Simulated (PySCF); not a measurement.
## Distorted geometries of Pb2O(OH)2

Pb2O(OH)2 (singlet). PySCF 2.14.0, RKS PBE0, Pb def2-SVP with ECP60, O def2-SVP, H def2-SVP; non-relativistic Hamiltonian with scalar-relativistic core potentials where named; density fitting; no spin-orbit coupling. Relaxed geometry:

```xyz
7

Pb   -1.2723    0.0000    2.0503
Pb   -1.2723    0.0000   -2.0503
O    -0.8632    0.0000    0.0000
O     0.7657    0.0000    2.5790
H     1.2829    0.0000    1.7617
O     0.7657    0.0000   -2.5790
H     1.2829    0.0000   -1.7617
```

**Question.** Order these distorted geometries by energy above the relaxed one, lowest first.
A.
```xyz
7

Pb   -1.2774   -0.0034    2.0157
Pb   -1.2762   -0.0395   -2.0067
O    -0.8406   -0.0056    0.0133
O     0.7216    0.0071    2.5950
H     1.2707    0.0181    1.7330
O     0.8147    0.0150   -2.5889
H     1.2766    0.0082   -1.7614
```
B.
```xyz
7

Pb   -1.2438    0.0162    2.0572
Pb   -1.2449    0.0444   -2.0372
O    -0.8302    0.0383   -0.0207
O     0.7562    0.0148    2.5944
H     1.2619   -0.0310    1.7448
O     0.7220   -0.0491   -2.5751
H     1.2681   -0.0336   -1.7635
```
C.
```xyz
7

Pb   -1.4196    0.0938    1.8647
Pb   -1.5103    0.2723   -2.2129
O    -0.5641   -0.1041   -0.1504
O     0.8825    0.0242    2.6911
H     1.5371   -0.1665    1.7581
O     0.8118   -0.1437   -2.3114
H     0.9521    0.0240   -1.6392
```

**Answer.** B (0.09 eV), A (0.14 eV), C (5.98 eV).

**Question.** Which forces (eV/Å) act in the one that lies 0.09 eV up?

**Answer.** 
```
Pb  -0.67  0.03 -0.47
Pb  -1.45  0.05 -0.31
O    0.15 -0.02  1.00
O    1.10 -0.09 -0.88
H   -0.42  0.09  0.94
O    1.53 -0.02  0.20
H   -0.25 -0.04 -0.48
```
Forces carry noise of the integration grid, about 0.01 to 0.03 eV/Å.

A frequency check found unstable modes (1, the lowest at -14 cm⁻¹), so the relaxed geometry is a saddle point, or these are noise.
